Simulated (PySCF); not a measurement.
**Bond length, frequency and bond energy of TiC⁺ by level of theory**

State: quartet, unpaired electrons σ ↑, π ↑, δ ↑, a mixture of terms (⟨Lz²⟩ = 4.9). Set-up: PySCF, no relativity, basis sets Ti def2-TZVPPD, C def2-TZVPPD. De refers to Ti⁺ (3d2 4s1) + C in their high-spin ground configurations, without counterpoise correction. The functionals are run spin-unrestricted. A positive dipole points towards C; it is taken about the centre of mass and depends on that origin. Levels whose curve was spin-contaminated or gave no clean fit are not listed.

```
 Level  Re (Å)  ωe (cm⁻¹)  De (eV)  μ (D)  CPU s a point (SCF and correlation, without the integrals)
   LDA   1.770        859      n/a  -3.90                                                         3.5
   PBE   1.795        826      n/a  -4.06                                                         3.8
  PW91   1.794        828      n/a  -4.07                                                         2.8
r²SCAN   1.785        846      n/a  -4.38                                                         4.3
 TPSSh   1.787        849      n/a  -4.44                                                         6.8
  PBE0   1.770        855      n/a  -4.46                                                           9
 B97-3   1.775        863      n/a  -4.56                                                         9.9
```

(1) What does the step from GGA to meta-GGA do here, going from PBE to r²SCAN?

(2) What does the gradient correction do here, going from LDA to PBE?

De is left out where the level can put another filling of the metal’s s and d shells below the measured ground configuration, by anything from nothing to about 1 eV. Counting both spins, an empty level lies below a filled one in some of these solutions, because spin and occupation are held. With d or f electrons several states lie close, and the lowest PBE0 determinant need not be the measured ground state.

The whole job (state search and all levels along the bond) took about 32 min on 2 threads of Intel Xeon Platinum 8259CL @ 2.50GHz (shared host), peak memory 5.6 GiB.

Results:

(1) r²SCAN less PBE: -1.0 pm in Re, +2.4 % in ωe. 

(2) PBE less LDA: +2.5 pm in Re, -3.8 % in ωe. The gradient correction favours the more uneven density of free atoms, so it tends to lengthen bonds and takes away much of the overbinding of LDA; so it does here.
